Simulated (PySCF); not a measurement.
## Ionisation energy of C⁺ by level of theory

C⁺ [He] 2s2 2p1 (2P) → C²⁺ [He] 2s2 (1S), as a difference of total energies. Calculation: PySCF 2.14, in dyall-av2z; the non-relativistic Hamiltonian (point nucleus). Correlated levels: valence: 1s2 frozen; virtual orbitals above 40 to 60 times the deepest correlated orbital energy dropped. The calculations carry no spin-orbit coupling.

| method | ionisation energy (eV) |
| --- | --- |
| UHF | 24.155 |
| MP2 (valence) | 24.263 |
| SCS-MP2 (valence) | 24.210 |
| CCSD (valence) | 24.093 |
| CCSD(T) (valence) | 24.116 |
| CCSDT (valence) | 24.123 |

A first-order spin-orbit estimate (lowest level to lowest level, LS coupling) adds 0.005 eV.

Errors of the correlated levels include the incompleteness of this basis and the frozen core.

The coupled-cluster amplitudes are large for C²⁺ (T1 above 0.03 or a double amplitude above 0.15), so a single reference is strained.

Problem. Which method comes closest to the reference value, and which is furthest?

Solution. The reference is 24.383 eV (measured; NIST Atomic Spectra Database, ionization energies). Closest: MP2 (valence) (error -0.115 eV); furthest: CCSD (valence) (error -0.285 eV), both after the spin-orbit estimate.
